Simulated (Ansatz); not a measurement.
A nudged elastic band was laid between two geometries of CH$_{5}$GeNO (9 atoms, charge 0, multiplicity 1).

The calculation used RKS r2SCAN/def2-SVP in Ansatz 0.2.0.

```yaml
movable_images: 5
climbing_image: yes
spring: 5.0 eV/Å²
optimiser: quadratic models (default)
start_path: through a guess of the saddle point
force_threshold: 0.05 eV/Å
iteration_limit: 60
end_points: relaxed
```

Image 0:

```xyz
9
Properties=species:S:1:pos:R:3
N 0.670 1.199 -1.129
C 0.560 0.421 -0.129
O 1.545 0.366 0.792
Ge -0.912 -0.812 0.343
H -0.145 1.138 -1.742
H 2.228 0.997 0.492
H -1.977 -0.688 -0.754
H -0.383 -2.249 0.407
H -1.498 -0.417 1.702
```

Image 6:

```xyz
9
Properties=species:S:1:pos:R:3
N -0.029 -0.265 -0.910
C 1.102 0.071 -0.383
O 1.242 0.323 0.882
Ge -1.811 -0.495 0.142
H 0.006 -0.448 -1.911
H 0.338 0.112 1.313
H -1.875 1.091 0.325
H 2.026 0.171 -0.972
H -0.909 -0.606 1.498
```

Question: What changes between the two ends?

Answer: Bonds broken: C2–Ge4, Ge4–H8. Bonds formed: N1–Ge4, C2–H8.

Question: What energy profile does the band end with?

Answer: The forces met the threshold. The highest image is number 2 of 0 to 6, 216.3 kJ/mol above the first end and 215.2 kJ/mol above the last; the last end lies 1.1 kJ/mol above the first. Neighbouring images differ by up to 2.0 eV, so the band resolves the path poorly. A vibrational analysis at the climbing image gives one clearly imaginary mode, 948i cm⁻¹: a first-order saddle point. The orbitals stay closed-shell, which can raise the energy where a bond breaks towards radicals; this wasn't checked here.

```csv
image,path coordinate (Å),energy (kJ/mol),C2–Ge4 (Å),Ge4–H8 (Å),N1–Ge4 (Å)
0,0.00,0.0,1.98,1.53,2.95
1,1.00,23.0,1.95,1.51,2.93
2,2.00,216.3,2.32,1.58,3.27
3,3.40,140.7,2.64,2.55,2.88
4,4.79,93.5,2.92,3.54,2.32
5,6.19,12.1,3.00,3.99,2.06
6,7.58,1.1,3.01,4.05,2.08
```

Question: What is the geometry of the highest image?

Answer: 
```xyz
9
Properties=species:S:1:pos:R:3:forces:R:3
N 0.676 0.879 -1.192 -0.03 -0.04 0.03
C 0.499 0.220 -0.131 0.02 0.03 -0.04
O 1.325 0.295 0.919 0.01 -0.01 0.00
Ge -1.291 -1.136 0.469 -0.01 -0.02 0.00
H -0.019 0.682 -1.912 0.01 0.00 0.00
H 2.021 0.934 0.673 0.00 0.01 0.01
H -2.110 -0.226 -0.474 0.00 0.01 0.00
H 0.138 -1.311 -0.172 0.00 0.01 0.00
H -1.151 -0.383 1.803 0.00 0.00 0.00
```

Run time: 8.5 min on 2 threads of Arm Neoverse V1 (shared host), peak memory 0.15 GiB.
